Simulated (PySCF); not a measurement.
C4H2F2O2, SMILES O=C1COC(F)=C1F.

Coordinates come from a B3LYP-D3(BJ)/def2-SVP optimisation. The structure was generated by enumeration, and PubChem lists no compound with its InChIKey, so it may never have been made. The values are those of a single conformer.

Calculation: PBE/def2-TZVP run with PySCF.

Gas-phase values at a fixed geometry.

```yaml
total_energy: -503.40645 hartree
point_group: Cs
highest_occupied_level: -6.14 eV
lowest_empty_level: -2.42 eV
orbital_gap: 3.73 eV
dipole_moment: 2.94 D
quadrupole, principal values (traceless, Buckingham form, about the centre of nuclear charge): -12.51, 5.94, 6.57 D·Å
mean_static_polarisability: 53.5 bohr³ (7.92 Å³)
polarisability_principal_values: 34.1, 56.1, 70.2 bohr³
```
